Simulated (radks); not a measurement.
Species: the strontium ion Sr+. Configuration: [Kr] 5p1 (not the ground configuration).

All-electron calculation, Dirac Kohn-Sham, PBEsol, spin-unpolarised, spherical densities, finite nucleus; open shells are shared between the two j in proportion to 2j + 1; Fermi nuclear charge, rms radius 4.224 fm. Program: a radial shooting solver on a logarithmic mesh with Libxc functionals.

Energy parts (Ry):
| part | energy |
|---|---|
| total | -6355.04711 |
| kinetic | 6545.58760 |
| electron-nucleus | -15319.45924 |
| Hartree | 2624.71428 |
| exchange-correlation | -205.88976 |

Orbitals (lengths in bohr, moments of r in powers of bohr; r(max) is where P^2 peaks):
[
 {"orbital": "1s1/2", "occ.": "2", "eigenvalue (Ry)": "-1170.632", "r(max)": "0.02554", "small-component weight": "1.91e-02"},
 {"orbital": "2s1/2", "occ.": "2", "eigenvalue (Ry)": "-158.9850", "r(max)": "0.1453", "small-component weight": "3.83e-03"},
 {"orbital": "2p1/2", "occ.": "2", "eigenvalue (Ry)": "-144.7684", "r(max)": "0.1137", "small-component weight": "3.83e-03"},
 {"orbital": "2p3/2", "occ.": "4", "eigenvalue (Ry)": "-139.7460", "r(max)": "0.1172", "small-component weight": "3.73e-03"},
 {"orbital": "3s1/2", "occ.": "2", "eigenvalue (Ry)": "-25.05061", "r(max)": "0.4362", "small-component weight": "9.67e-04"},
 {"orbital": "3p1/2", "occ.": "2", "eigenvalue (Ry)": "-19.88919", "r(max)": "0.4250", "small-component weight": "9.15e-04"},
 {"orbital": "3p3/2", "occ.": "4", "eigenvalue (Ry)": "-19.11856", "r(max)": "0.4340", "small-component weight": "8.87e-04"},
 {"orbital": "3d3/2", "occ.": "4", "eigenvalue (Ry)": "-10.05072", "r(max)": "0.3747", "small-component weight": "7.71e-04"},
 {"orbital": "3d5/2", "occ.": "6", "eigenvalue (Ry)": "-9.91618", "r(max)": "0.3774", "small-component weight": "7.63e-04"},
 {"orbital": "4s1/2", "occ.": "2", "eigenvalue (Ry)": "-3.56210", "r(max)": "1.190", "small-component weight": "1.83e-04"},
 {"orbital": "4p1/2", "occ.": "2", "eigenvalue (Ry)": "-2.28782", "r(max)": "1.307", "small-component weight": "1.44e-04"},
 {"orbital": "4p3/2", "occ.": "4", "eigenvalue (Ry)": "-2.20099", "r(max)": "1.334", "small-component weight": "1.39e-04"},
 {"orbital": "5p1/2", "occ.": "0.333333", "eigenvalue (Ry)": "-0.44794", "r(max)": "4.307", "small-component weight": "1.71e-05"},
 {"orbital": "5p3/2", "occ.": "0.666667", "eigenvalue (Ry)": "-0.44012", "r(max)": "4.377", "small-component weight": "1.67e-05"}
]

The highest occupied level is 5p3/2 at -5.988 eV. The electron density at the nucleus is 6.087e+04 e/bohr^3. Summed over all electrons, <r^2> = 52.77 bohr^2, which gives a Langevin (diamagnetic) susceptibility term of -41.8 x 10^-6 cm^3/mol.

Run on one thread of a shared host, so times are rough (Intel(R) Xeon(R) Platinum 8488C): 0.11 s of CPU time, 0.11 s wall, 14 iterations on 2314 mesh points.
